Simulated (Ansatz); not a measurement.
Species, as SMILES: [Al][Cl] (Al-Cl) (closed-shell singlet).
Geometry (B3LYP-D3(BJ)/def2-TZVP, fixed):
```xyz
2

Al     0.0000     0.0000    -1.2241
Cl     0.0000     0.0000     0.9361
```

Basis-set convergence of the dipole moment at PBE with Ansatz (an electronic-structure program). Dipoles come from the density behind the forces; the sign is taken along the dipole that this method gives in the largest set. Cartesian d functions, on some or all atoms, in 6-311G**, 6-311+G**; all else is spherical. The program fits the integrals of some runs and decomposes those of others, by size. No added dispersion term, no relativity. Reference: the value in aug-pcseg-3, 1.606 D, itself unsure by roughly 0.003 D (its mean distance from aug-cc-pV(Q+d)Z, def2-QZVPPD). Deviations are taken from unrounded values.

| basis | functions | dipole moment (D) |
|---|---|---|
| def2-SVP | 36 | 1.145 |
| def2-SVPD | 51 | 1.630 |
| pcseg-1 | 36 | 1.686 |
| aug-pcseg-1 | 54 | 1.566 |
| cc-pV(D+d)Z | 46 | 1.428 |
| aug-cc-pV(D+d)Z | 64 | 1.602 |
| 6-311G** | 54 | 1.892 |
| 6-311+G** | 62 | 1.858 |
| pcseg-2 | 68 | 1.671 |
| aug-pcseg-2 | 100 | 1.603 |
| def2-TZVP | 74 | 1.488 |
| def2-TZVPD | 89 | 1.604 |
| cc-pV(T+d)Z | 78 | 1.490 |
| aug-cc-pV(T+d)Z | 110 | 1.608 |
| def2-TZVPP | 84 | 1.486 |
| def2-TZVPPD | 99 | 1.603 |
| cc-pV(Q+d)Z | 128 | 1.573 |
| aug-cc-pV(Q+d)Z | 178 | 1.611 |
| pcseg-3 | 128 | 1.609 |
| aug-pcseg-3 | 178 | 1.606 |
| def2-QZVPP | 140 | 1.585 |
| def2-QZVPPD | 155 | 1.605 |

What the diffuse functions change, pair by pair:
- def2-SVP to def2-SVPD: 15 more functions, deviation -0.461 to 0.024 D
- pcseg-1 to aug-pcseg-1: 18 more functions, deviation 0.080 to -0.040 D
- cc-pV(D+d)Z to aug-cc-pV(D+d)Z: 18 more functions, deviation -0.178 to -0.004 D
- 6-311G** to 6-311+G**: 8 more functions, deviation 0.286 to 0.252 D
- pcseg-2 to aug-pcseg-2: 32 more functions, deviation 0.065 to -0.003 D
- def2-TZVP to def2-TZVPD: 15 more functions, deviation -0.118 to -0.002 D
- cc-pV(T+d)Z to aug-cc-pV(T+d)Z: 32 more functions, deviation -0.116 to 0.001 D
- def2-TZVPP to def2-TZVPPD: 15 more functions, deviation -0.120 to -0.003 D
- cc-pV(Q+d)Z to aug-cc-pV(Q+d)Z: 50 more functions, deviation -0.033 to 0.005 D
- pcseg-3 to aug-pcseg-3: 50 more functions, deviation 0.003 to 0.000 D
- def2-QZVPP to def2-QZVPPD: 15 more functions, deviation -0.021 to -0.001 D

Leaving out the reference's own pair, they bring the value nearer the reference by more than 0.003 D in 10 of 10 pairs.
